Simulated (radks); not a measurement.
Values are calculated unless marked as measured or tabulated.
Ionisation of Ce51+, [He] 2s2 2p3, to Ce52+, [He] 2s2 2p2, under several functionals. Scalar-relativistic Kohn-Sham, spin-polarised, spherical densities, finite nucleus; open shells are filled with parallel spins first (spin-orbit coupling, left out, can overturn this in heavy ions); a radial shooting solver on a logarithmic mesh with Libxc functionals.

r2SCAN: E(Ce51+) (hartree) -5455.5271; Exc (hartree) -76.8671; IE (eV) 10006.4; -e(HOMO) (eV) 9883.6; <r> HOMO (bohr) 0.08809; IE error (eV) +203.4
XLYP: E(Ce51+) (hartree) -5455.7062; Exc (hartree) -77.4007; IE (eV) 9994.1; -e(HOMO) (eV) 9868.1; <r> HOMO (bohr) 0.08811; IE error (eV) +191.1
LDA (Slater exchange, Perdew-Wang correlation): E(Ce51+) (hartree) -5448.5898; Exc (hartree) -70.2667; IE (eV) 9987.5; -e(HOMO) (eV) 9861.6; <r> HOMO (bohr) 0.08813; IE error (eV) +184.5
OLYP: E(Ce51+) (hartree) -5455.3710; Exc (hartree) -77.0838; IE (eV) 9999.3; -e(HOMO) (eV) 9874.2; <r> HOMO (bohr) 0.08808; IE error (eV) +196.3
exchange-only LDA: E(Ce51+) (hartree) -5447.7078; Exc (hartree) -69.3836; IE (eV) 9984.7; -e(HOMO) (eV) 9858.8; <r> HOMO (bohr) 0.08814; IE error (eV) +181.7
LDA (Slater exchange, VWN5 correlation): E(Ce51+) (hartree) -5448.5921; Exc (hartree) -70.2690; IE (eV) 9987.5; -e(HOMO) (eV) 9861.6; <r> HOMO (bohr) 0.08813; IE error (eV) +184.5
SOGGA: E(Ce51+) (hartree) -5452.0427; Exc (hartree) -73.7300; IE (eV) 9989.5; -e(HOMO) (eV) 9863.7; <r> HOMO (bohr) 0.08812; IE error (eV) +186.5
Wu-Cohen GGA: E(Ce51+) (hartree) -5453.6636; Exc (hartree) -75.3527; IE (eV) 9992.3; -e(HOMO) (eV) 9866.4; <r> HOMO (bohr) 0.08811; IE error (eV) +189.3

NIST Atomic Spectra Database: 9803 eV (theoretical). Closest: exchange-only LDA. The Delta-SCF values span 21.77 eV, the total energies 8.00 hartree. The highest occupied level is 2p. Open shells are spherical and high-spin; term and fine-structure splittings are not resolved. Spin-orbit splitting is averaged out at the scalar-relativistic level.
